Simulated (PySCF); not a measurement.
C5H10, SMILES CC1CCC1.

The structure is a stationary point at PBE0-D3(BJ)/def2-SVP.

Two levels are set side by side: TDDFT-PBE/def2-SVPD (PySCF) and TDDFT-LC-ωPBE/def2-SVPD (PySCF). Vertical, same geometry. The lowest singlet is HOMO→LUMO 100 % with PBE and HOMO→LUMO 77 % with the other functional; states are paired by order. Differences are taken from unrounded values.

```tsv
quantity	TDDFT-LC-ωPBE	TDDFT-PBE	TDDFT-PBE minus TDDFT-LC-ωPBE
lowest singlet excitation (eV)	9.05	7.27	-1.78
lowest triplet excitation (TDA) (eV)	8.73	7.14	-1.59
first bright state (f over 0.05) (eV)	9.10	7.35	-1.75
its oscillator strength	0.07	0.06	-0.01
```

Functionals without exact exchange tend to place singlet excitations lower, as here. Differences between two approximate levels are no errors against the true value.

Rough cost on one machine, each run with all the roots and properties that it gave: TDDFT-LC-ωPBE against TDDFT-PBE about 6 times.
